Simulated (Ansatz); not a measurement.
One change: `[OH][GeH]([F])[GeH3]` becomes `[OH][GeH]([OH])[GeH3]`.

Ansatz, PBE0-D4/def2-TZVP geometries, multiplicity 1. Each molecule was computed in one conformer, which needn't be the lowest.

Scalar relativity is left out up to krypton.

```
                                          property  `[OH][GeH]([F])[GeH3]`
                HOMO energy (PBE0/def2-TZVPP) / eV                   -8.47
             HOMO–LUMO gap (B3LYP/def2-TZVPP) / eV                    7.93
  size of the dipole moment (B3LYP/def2-TZVPP) / D                    1.81
               HOMO energy (B3LYP/def2-TZVPP) / eV                   -8.27
               HOMO–LUMO gap (PBE/def2-TZVPP) / eV                    6.28
size of the dipole moment (ωB97M-V/def2-TZVPP) / D                    1.82
```

(1) What does the change do to each property? (Best estimate.)

Results:

(1) Ansatz gave: 
| property | `[OH][GeH]([OH])[GeH3]` | shift |
| --- | --- | --- |
| HOMO energy (PBE0/def2-TZVPP) / eV | -7.93 | 0.54 |
| HOMO–LUMO gap (B3LYP/def2-TZVPP) / eV | 7.49 | -0.44 |
| size of the dipole moment (B3LYP/def2-TZVPP) / D | 1.97 | 0.16 |
| HOMO energy (B3LYP/def2-TZVPP) / eV | -7.72 | 0.55 |
| HOMO–LUMO gap (PBE/def2-TZVPP) / eV | 5.78 | -0.50 |
| size of the dipole moment (ωB97M-V/def2-TZVPP) / D | 1.98 | 0.16 |

With PBE0 the HOMO rises by 0.54 eV and the LUMO rises by 0.12 eV, so the gap narrows by about 0.42 eV. PBE moves the HOMO by 0.62 eV and ωB97M-V by 0.49 eV. Dipoles are sizes alone; their direction can turn.

B3LYP here is the variant with VWN-RPA as its local correlation; programs differ in this.
